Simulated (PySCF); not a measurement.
# Ga⁺: excitation energy

Ga⁺ [Ar] 3d10 4s2 (1S) → Ga⁺ [Ar] 3d10 4s1 4p1 (3P), as a difference of total energies. Computed with PySCF 2.14 in aug-cc-pVDZ-DK, with the spin-free X2C one-electron Hamiltonian (Gaussian nucleus). Correlated levels: valence: [Ar] 3d10 frozen. The calculations carry no spin-orbit coupling.

```csv
method,excitation energy (cm⁻¹)
UHF,37693
MP2 (valence),42456
SCS-MP2 (valence),43773
CCSD (valence),44793
```

Errors of the correlated levels include the incompleteness of this basis and the frozen core.

With two correlated electrons CCSD is exact in that space.

For comparison: 48284 cm⁻¹ (measured; NIST levels, between the centres of gravity of the two terms).
